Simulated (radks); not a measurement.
Kinetic energies: the exact non-interacting value of the Kohn-Sham orbitals and orbital-free approximations, as 100 (|E| - |E exact|)/|E exact|, negative where the magnitude is too small. Species: Ge2+ [Ar] 3d10 4s2; Ir4+ [Xe] 4f14 5d5; Mn+ [Ar] 3d5 4s1. All-electron calculation, non-relativistic Kohn-Sham, exchange-only PBE, spin-polarised, spherical densities, point nucleus. Program: a radial shooting solver on a logarithmic mesh with Libxc functionals. Every spin shell is full or empty, so the densities are truly spherical. Functionals are evaluated on that one density, not self-consistently.

| functional | Ge2+ | Ir4+ | Mn+ |
|---|---|---|---|
| exact (hartree) | 2074.34 | 16801.8 | 1149.48 |
| Thomas-Fermi | -6.18 | -4.70 | -6.62 |
| von Weizsacker | -51.69 | -64.11 | -47.25 |
| TF + vW | +42.13 | +31.20 | +46.13 |
| TF + vW/5 | +3.48 | +2.48 | +3.93 |
| LC94 | -0.05 | 0.00 | -0.01 |
| APBEK | +0.04 | +0.03 | +0.09 |
| revAPBEK | +0.27 | +0.17 | +0.37 |
| Perdew 92 | -0.80 | -0.70 | -0.75 |
| Thakkar | -0.52 | -0.79 | -0.38 |
| Pearson | -1.21 | -0.87 | -1.33 |
| LKT | +22.81 | +16.14 | +25.47 |
| PG1 | +18.05 | +12.58 | +20.31 |
| DePristo-Kress | -0.14 | -0.22 | -0.08 |
| Ernzerhof | -0.44 | -0.49 | -0.31 |
